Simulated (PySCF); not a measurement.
H3O4P, charge +1, multiplicity 2. Atoms are numbered in the order given.

```xyz
8

O      0.8284     0.1057     1.3234
P      0.0309     0.0209    -0.0125
O      1.0579    -0.2889    -1.1749
O     -0.9539    -1.2030    -0.1425
O     -0.8131     1.3276    -0.1189
H      0.5928     0.7764     1.9977
H     -0.6261    -2.1188    -0.0101
H     -1.3843     1.4974    -0.8961
```
Charge +1, spin multiplicity 2.

The structure is a stationary point at TPSSh-D3(BJ)/def2-SVP. The multiplicity is an assumed one; other spin states were not compared. Other conformers were not sampled.

These are TDA-M06-2X/def2-SVPD run with PySCF 2.14.0 values and carry that method's errors.

Vertical excitations. 

Computed lowest excited states:
| state | energy (eV) | λ (nm) | f | main pairs |
|---|---|---|---|---|
| root 2 | 2.34 | 530 | 0.000 | β HOMO−2→LUMO 49 %, β HOMO−7→LUMO 26 %, β HOMO−3→LUMO 14 % |
| root 3 | 4.66 | 266 | 0.020 | β HOMO−1→LUMO 81 %, β HOMO→LUMO 13 % |
| root 4 | 5.31 | 234 | 0.020 | β HOMO−3→LUMO 47 %, β HOMO−2→LUMO 27 %, β HOMO→LUMO 17 % |
| root 5 | 6.21 | 200 | 0.003 | β HOMO−4→LUMO 91 % |
| root 6 | 6.33 | 196 | 0.012 | β HOMO−5→LUMO 38 %, β HOMO−3→LUMO 23 %, β HOMO−7→LUMO 16 %, β HOMO−6→LUMO 11 % |
| root 7 | 6.45 | 192 | 0.023 | β HOMO−5→LUMO 46 %, β HOMO−6→LUMO 43 % |
| root 8 | 7.29 | 170 | 0.002 | β HOMO−7→LUMO 47 %, β HOMO−6→LUMO 34 %, β HOMO−5→LUMO 9 % |
| root 9 | 9.31 | 133 | 0.001 | α HOMO→LUMO 23 %, β HOMO→LUMO+1 44 % |
| root 10 | 9.58 | 129 | 0.000 | α HOMO−1→LUMO 28 %, α HOMO→LUMO 15 %, α HOMO→LUMO+1 6 %, β HOMO−1→LUMO+1 16 % |
Unrestricted roots are not spin-pure.
